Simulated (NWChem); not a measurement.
System: BNH4O; SMILES NBO

NWChem input:

```
start job
memory heap 200 mb stack 900 mb global 1100 mb
geometry units angstroms noautoz
  B     -0.491709    -0.057021     0.000000
  H     -1.701693    -0.069952     0.000000
  O      0.134649    -1.270249     0.000000
  H      1.095013    -1.213719     0.000000
  N      0.180534     1.178576     0.000000
  H     -0.324386     2.053198     0.000000
  H      1.185835     1.293574     0.000000
end
basis spherical
  * library def2-svp
end
dft
  xc xpbe96 cpbe96
  iterations 150
  mulliken
end
task dft energy
```

Parts of the log:

```
             Northwest Computational Chemistry Package (NWChem) 7.3.0
             --------------------------------------------------------

 CS  symmetry detected

                             Geometry "geometry" -> ""
                             -------------------------

 Output coordinates in angstroms (scale by  1.889725989 to convert to a.u.)

  No.       Tag          Charge          X              Y              Z
 ---- ---------------- ---------- -------------- -------------- --------------
    1 B                    5.0000    -0.49720346    -0.05352659     0.00000000
    2 H                    1.0000    -1.70712252    -0.07153624     0.00000000
    3 O                    8.0000     0.13424140    -1.26411484     0.00000000
    4 H                    1.0000     1.09435966    -1.20355433     0.00000000
    5 N                    7.0000     0.16984735     1.18488118     0.00000000
    6 H                    1.0000    -0.33873932     2.05737614     0.00000000
    7 H                    1.0000     1.17465681     1.30409780     0.00000000

 Effective nuclear repulsion energy (a.u.)      67.5389212787

      Symmetry information
      --------------------

 Group name             Cs
 Group number              2
 Group order               2
 No. of unique centers     7

  pbe96 is a nonlocal functional; adding pw91lda local functional.

                                 NWChem DFT Module
                                 -----------------

 Summary of "ao basis" -> "ao basis" (spherical)
 ------------------------------------------------------------------------------
       Tag                 Description            Shells   Functions and Types
 ---------------- ------------------------------  ------  ---------------------
 B                          def2-svp                 6       14   3s2p1d
 H                          def2-svp                 3        5   2s1p
 O                          def2-svp                 6       14   3s2p1d
 N                          def2-svp                 6       14   3s2p1d

      Symmetry analysis of basis
      --------------------------

        a'         46
        a"         16

            General Information
            -------------------
          SCF calculation type: DFT
          Wavefunction type:  closed shell.
          No. of atoms     :     7
          No. of electrons :    24
           Alpha electrons :    12
            Beta electrons :    12
          Charge           :     0
          Spin multiplicity:     1
          Use of symmetry is: on ; symmetry adaption is: on
          Maximum number of iterations: 150
          AO basis - number of functions:    62
                     number of shells:    30
          Convergence on energy requested:  1.00D-06
          Convergence on density requested:  1.00D-05
          Convergence on gradient requested:  5.00D-04

              XC Information
              --------------
          PerdewBurkeErnzerhof Exchange Functional  1.000
            Perdew 1991 LDA Correlation Functional  1.000 local
           PerdewBurkeErnz. Correlation Functional  1.000 non-local

             Grid Information
             ----------------
          Grid used for XC integration:  medium
          Radial quadrature: Mura-Knowles
          Angular quadrature: Lebedev.
          Tag              B.-S. Rad. Rad. Pts. Rad. Cut. Ang. Pts.
          ---              ---------- --------- --------- ---------
          B                   0.85       49           8.0       434
          H                   0.35       45          10.0       434
          O                   0.60       49          10.0       434
          N                   0.65       49           8.0       434
          Grid pruning is: on
          Number of quadrature shells:   327
          Spatial weights used:  Erf1

      Superposition of Atomic Density Guess
      -------------------------------------

 Sum of atomic energies:        -155.43644616

      Non-variational initial energy
      ------------------------------

 Total energy =    -156.816810
 1-e energy   =    -344.048571
 2-e energy   =     119.692839
 HOMO         =      -0.378112
 LUMO         =       0.082535

      Symmetry analysis of molecular orbitals - initial
      -------------------------------------------------

  Numbering of irreducible representations:

     1 a'          2 a"

  Orbital symmetries:

     1 a'          2 a'          3 a'          4 a'          5 a'
     6 a'          7 a'          8 a'          9 a"         10 a'
    11 a'         12 a"         13 a"         14 a'         15 a'
    16 a'         17 a'         18 a'         19 a'         20 a'
    21 a"         22 a'

     ---------------------------------------------
      Total Density - Mulliken Population Analysis
     ---------------------------------------------

    Atom       Charge   Shell Charges
 -----------   ------   -------------------------------------------------------
    1 B    5     4.73   1.99  0.83  0.17  1.26  0.33  0.15
    2 H    1     1.06   0.72  0.33  0.01
    3 O    8     8.53   1.99  1.11  0.57  3.08  1.77  0.01
    4 H    1     0.66   0.53  0.07  0.06
    5 N    7     7.51   1.99  1.02  0.37  2.60  1.52  0.01
    6 H    1     0.75   0.59  0.12  0.05
    7 H    1     0.76   0.59  0.12  0.05

   convergence    iter        energy       DeltaE   RMS-Dens  Diis-err
 ---------------- ----- ----------------- --------- --------- ---------
 d= 0,ls=0.0,diis     1   -156.9387328742 -2.24D+02  1.99D-02  5.87D-01
 d= 0,ls=0.0,diis     2   -156.8741172376  6.46D-02  1.21D-02  1.36D+00
 d= 0,ls=0.0,diis     3   -157.0028349052 -1.29D-01  2.75D-03  5.79D-02
 d= 0,ls=0.0,diis     4   -157.0059939922 -3.16D-03  1.35D-03  2.25D-02
 d= 0,ls=0.0,diis     5   -157.0083342346 -2.34D-03  2.76D-04  6.91D-04
  Resetting Diis
 d= 0,ls=0.0,diis     6   -157.0084151295 -8.09D-05  5.71D-05  1.19D-05
 d= 0,ls=0.0,diis     7   -157.0084167752 -1.65D-06  2.59D-05  9.11D-07
 d= 0,ls=0.0,diis     8   -157.0084167284  4.69D-08  1.39D-05  1.31D-06
 d= 0,ls=0.0,diis     9   -157.0084168978 -1.69D-07  2.50D-06  7.07D-08

         Total DFT energy =     -157.008416897751
      One electron energy =     -347.318430598215
           Coulomb energy =      143.669742392793
    Exchange-Corr. energy =      -20.898649971043
 Nuclear repulsion energy =       67.538921278714

 Numeric. integr. density =       24.000001613755

                  Occupations of the irreducible representations
                  ----------------------------------------------

                     irrep           alpha         beta
                     --------     --------     --------
                     a'               10.0         10.0
                     a"                2.0          2.0

                       DFT Final Molecular Orbital Analysis
                       ------------------------------------

 Vector   10  Occ=2.000000D+00  E=-3.039904D-01  Symmetry=a"
              MO Center=  3.0D-02, -6.5D-01,  9.7D-16, r^2= 1.6D+00
   Bfn.  Coefficient  Atom+Function         Bfn.  Coefficient  Atom+Function
  ----- ------------  ---------------      ----- ------------  ---------------
    25      0.502661  3 O  pz                28      0.338717  3 O  pz
     6     -0.256418  1 B  pz                44     -0.220212  5 N  pz
    47      0.144028  5 N  pz                 9      0.138916  1 B  pz
    38      0.025862  4 H  pz

 Vector   11  Occ=2.000000D+00  E=-2.749971D-01  Symmetry=a'
              MO Center= -6.8D-01, -4.4D-01,  3.9D-16, r^2= 2.1D+00
   Bfn.  Coefficient  Atom+Function         Bfn.  Coefficient  Atom+Function
  ----- ------------  ---------------      ----- ------------  ---------------
    15      0.329290  2 H  s                 24      0.272827  3 O  py
    16      0.254729  2 H  s                  4      0.246930  1 B  px
    23      0.218733  3 O  px                22     -0.209523  3 O  s
    27      0.195127  3 O  py                34      0.180113  4 H  s
    21     -0.158638  3 O  s                 43     -0.158664  5 N  py

 Vector   12  Occ=2.000000D+00  E=-2.254845D-01  Symmetry=a"
              MO Center=  1.4D-01,  5.5D-01, -5.9D-16, r^2= 1.9D+00
   Bfn.  Coefficient  Atom+Function         Bfn.  Coefficient  Atom+Function
  ----- ------------  ---------------      ----- ------------  ---------------
    44      0.509642  5 N  pz                47     -0.416540  5 N  pz
    25      0.336239  3 O  pz                28      0.259882  3 O  pz
     6      0.096134  1 B  pz                 9     -0.046160  1 B  pz
    11     -0.036133  1 B  d -1

 Vector   13  Occ=0.000000D+00  E= 2.275983D-02  Symmetry=a'
              MO Center=  1.0D+00,  2.8D-01, -9.6D-15, r^2= 4.5D+00
   Bfn.  Coefficient  Atom+Function         Bfn.  Coefficient  Atom+Function
  ----- ------------  ---------------      ----- ------------  ---------------
    41      0.948846  5 N  s                 59     -0.856842  7 H  s
    35     -0.819582  4 H  s                 22      0.507901  3 O  s
    54     -0.473007  6 H  s                 16      0.349761  2 H  s
     3     -0.344265  1 B  s                 26      0.258593  3 O  px
    23      0.206763  3 O  px                45      0.204425  5 N  px

 Vector   14  Occ=0.000000D+00  E= 3.545236D-02  Symmetry=a"
              MO Center= -4.5D-01, -1.2D-02,  5.3D-15, r^2= 2.3D+00
   Bfn.  Coefficient  Atom+Function         Bfn.  Coefficient  Atom+Function
  ----- ------------  ---------------      ----- ------------  ---------------
     9      0.674895  1 B  pz                 6     -0.556969  1 B  pz
    47     -0.375151  5 N  pz                28     -0.301501  3 O  pz
    44      0.291418  5 N  pz                25     -0.279809  3 O  pz
    19      0.029082  2 H  pz

 Vector   15  Occ=0.000000D+00  E= 6.030345D-02  Symmetry=a'
              MO Center=  4.3D-01,  5.7D-01, -1.3D-15, r^2= 6.0D+00
   Bfn.  Coefficient  Atom+Function         Bfn.  Coefficient  Atom+Function
  ----- ------------  ---------------      ----- ------------  ---------------
    41      1.099674  5 N  s                 54     -0.975397  6 H  s
    35      0.953545  4 H  s                 22     -0.629471  3 O  s
    59     -0.472844  7 H  s                 46      0.269277  5 N  py
    16     -0.244561  2 H  s                 26     -0.235009  3 O  px
     8     -0.207963  1 B  py                 7     -0.181571  1 B  px

     ---------------------------------------------
      Total Density - Mulliken Population Analysis
     ---------------------------------------------

    Atom       Charge   Shell Charges
 -----------   ------   -------------------------------------------------------
    1 B    5     5.13   1.98  0.77  0.12  1.64  0.48  0.14
    2 H    1     1.04   0.74  0.29  0.01
    3 O    8     8.11   1.99  1.09  0.56  2.90  1.57  0.01
    4 H    1     0.85   0.70  0.07  0.07
    5 N    7     7.09   1.99  0.98  0.33  2.49  1.29  0.01
    6 H    1     0.88   0.72  0.11  0.05
    7 H    1     0.90   0.72  0.13  0.05

     -------------------------------------------
      Total Density - Lowdin Population Analysis
     -------------------------------------------

    Atom       Charge   Shell Charges
 -----------   ------   -------------------------------------------------------
    1 B    5     5.23   1.96  0.50  0.25  1.49  0.68  0.34
    2 H    1     1.05   0.65  0.37  0.03
    3 O    8     7.97   1.97  0.85  0.55  2.70  1.87  0.02
    4 H    1     0.92   0.56  0.17  0.18
    5 N    7     6.99   1.97  0.67  0.39  2.25  1.67  0.03
    6 H    1     0.92   0.59  0.20  0.12
    7 H    1     0.93   0.60  0.21  0.12

     Multipole analysis of the density
     ---------------------------------

     L   x y z        total         alpha         beta         nuclear
     -   - - -        -----         -----         ----         -------
     0   0 0 0     -0.000000    -12.000000    -12.000000     24.000000

     1   1 0 0      0.928271      0.464136      0.464136     -0.000000
     1   0 1 0      0.763439      0.381719      0.381719      0.000000
     1   0 0 1      0.000000      0.000000      0.000000      0.000000

     2   2 0 0    -11.922558    -18.796778    -18.796778     25.670998
     2   1 1 0     -1.104957     -0.238566     -0.238566     -0.627825
     2   1 0 1     -0.000000     -0.000000     -0.000000      0.000000
     2   0 2 0    -12.623366    -59.900767    -59.900767    107.178168
     2   0 1 1      0.000000      0.000000      0.000000      0.000000
     2   0 0 2    -14.663072     -7.331536     -7.331536      0.000000
```

Level: PBE/def2-SVP. Structure relaxed at the PBE0/def2-SVP level.
